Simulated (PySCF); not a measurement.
An unknown gives this computed stick spectrum. The calculation used PySCF 2.14.0, density-fitted response routines, TDDFT B3LYP/def2-SVPD, vertical, gas phase, core orbitals frozen in the response. Geometries: GFN2-xTB, one conformer each.

```tsv
state	E (eV)	λ (nm)	f
S1	5.84	212.5	0.0043
S2	6.39	193.9	0.080
S3	6.56	189.1	0.0048
S4	6.61	187.7	0.0034
S5	7.53	164.7	0.0035
S6	7.77	159.7	0.126
S7	7.95	156.0	0.011
S8	8.14	152.2	0.038
```

Triplets computed (Tamm–Dancoff): 5.22, 5.54, 5.85 eV.

Question: Which structure fits?
A. `c1cscc1C(=O)Cl`
B. `CC(F)(F)S(=O)(=O)Cl`
C. `O=C(Cl)c1cccs1`

Answer: B. Its S1, at 5.84 eV, is the highest among the candidates; the nearest of the others has S1 at 4.53 eV. S1 is HOMO→LUMO (98%). Löwdin shares by element: HOMO oxygen 53%, chlorine 44%; LUMO chlorine 44%, sulfur 26%, oxygen 18%. At the same level the other candidates give, for their lowest levels:
- `O=C(Cl)c1ccsc1`: 4.53 eV (f 0.000); 4.65 eV (f 0.011); 5.14 eV (f 0.245); 5.56 eV (f 0.000); 5.95 eV (f 0.032); T1 3.47 eV; HOMO -7.58, LUMO -2.35 eV
- `O=C(Cl)c1cccs1`: 4.39 eV (f 0.000); 4.60 eV (f 0.179); 4.84 eV (f 0.142); 5.37 eV (f 0.000); 5.70 eV (f 0.024); T1 3.16 eV; HOMO -7.60, LUMO -2.64 eV

The values belong to the conformer `[CH3:1][C:2]([F:3])([F:4])[S:5](=[O:6])(=[O:7])[Cl:8]`: C1–C2–S5–O6 48°.
